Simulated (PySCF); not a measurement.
# One molecule, several mistakes: BGeH6NSi

All numbers below are calculated, not measured. They come from PySCF 2.14.0, an open-source quantum chemistry program, on an isolated molecule that a program drew, which may never have been made. The molecule is BGeH6NSi (charge 0, singlet), drawn as the SMILES string `N[B]([SiH3])[GeH]`.

Each row is a Hartree-Fock (HF) and frozen-core CCSD(T) single point in the cc-pV(D+d)Z basis, meant for a local HF minimum. Run 1 is clean. Each other run has one planted mistake out of seven kinds, and not every kind appears here: one electron removed, one electron added, multiplicity raised by two, geometry at a saddle point, minimal basis STO-3G, one bond length entered in bohr, all coordinates scaled. The reference is restricted for singlets and unrestricted otherwise, and also for a bond in bohr. Adding or removing an electron swaps singlet and doublet. Electrons count all cores. HOMO and LUMO are orbital energies over both spins, the gradient is its largest component, and the lowest frequency (negative if imaginary) is given only where the gradient is small. Bond lengths are over the 9 bonds as drawn. T1 is the CCSD diagnostic: over 0.02 (restricted) or 0.045 (unrestricted) a single reference is doubtful. Germanium has the cc-pVDZ-PP basis, with a core potential (ECP10MDF) in place of its 10 inner electrons, and its 3s, 3p and 3d shells are frozen in CCSD(T).

Geometry of the clean run:
```xyz
10
BGeH6NSi, angstrom
N    -2.3667   -2.1929    0.8754
B    -0.9866   -2.2851    1.0562
Si    0.1755   -0.7234    0.3895
Ge   -0.0371   -3.9891    1.9132
H    -2.8138   -1.4086    0.4437
H    -3.0209   -2.8910    1.1659
H     1.3705   -1.2030   -0.3554
H     0.6680    0.0908    1.5315
H    -0.5901    0.1795   -0.5159
H     0.1758   -3.2775    3.3148
```

| run | electrons | basis functions | <S^2> | HOMO (eV) | LUMO (eV) | gradient (hartree/bohr) | lowest frequency (cm^-1) | mean bond (Å) | longest bond (Å) | T1 | HF (hartree) | CCSD(T) (hartree) | mistake |
|---|---|---|---|---|---|---|---|---|---|---|---|---|---|
| 1 | 64 | 104 | 0.000 | -8.02 | 0.44 | 6.5e-06 | 31 | 1.5149 | 2.131 | 0.0164 | -664.93280 | -665.44368 | no fault |
| 2 | 64 | 104 | 0.000 | -7.92 | 0.57 | 4.6e-02 | - | 1.4377 | 2.022 | 0.0154 | -664.90733 | -665.41325 | all coordinates scaled |
| 3 | 65 | 104 | 0.763 | -1.03 | 7.18 | 1.4e-02 | - | 1.5149 | 2.131 | 0.0175 | -664.94273 | -665.46433 | one electron added |
| 4 | 64 | 104 | 1.146 | -8.23 | 0.60 | 8.5e-03 | - | 1.6619 | 2.809 | 0.0690 | -664.82610 | -665.32462 | ? |
| 5 | 64 | 104 | 2.019 | -7.41 | 0.21 | 2.4e-02 | - | 1.5149 | 2.131 | 0.0187 | -664.91346 | -665.40856 | ? |

**Which mistake was planted in run 4, and what did it cost?**

The mean bond changes by a factor of 1.097 and the longest by 1.318, so the molecule wasn't scaled as a whole. A length L in bohr read as angstrom grows by (1/0.5292 - 1) L = 0.890 L. The 9 bonds together grew by 9 x 0.1470 = 1.323 Å, which gives L = 1.487 Å. That is the length of one of the H-Si bonds, 1.487 Å in the clean geometry. So the mistake is: one bond length entered in bohr. Subtracting run 1 and multiplying by 627.51 kcal/mol a hartree, the energy moved by 67.0 kcal/mol in HF and 74.7 kcal/mol in CCSD(T).

**Which mistake was planted in run 5, and what did it cost?**

Electrons, basis and geometry are unchanged, and <S^2> is 2.019, beside S(S+1) = 2.00 for a multiplicity of 3. So the mistake is: multiplicity raised by two. Subtracting run 1 and multiplying by 627.51 kcal/mol a hartree, the energy moved by 12.1 kcal/mol in HF and 22.0 kcal/mol in CCSD(T).

Cautions from the logs. Run 4: T1 is over the limit, so its CCSD(T) energy is less reliable.
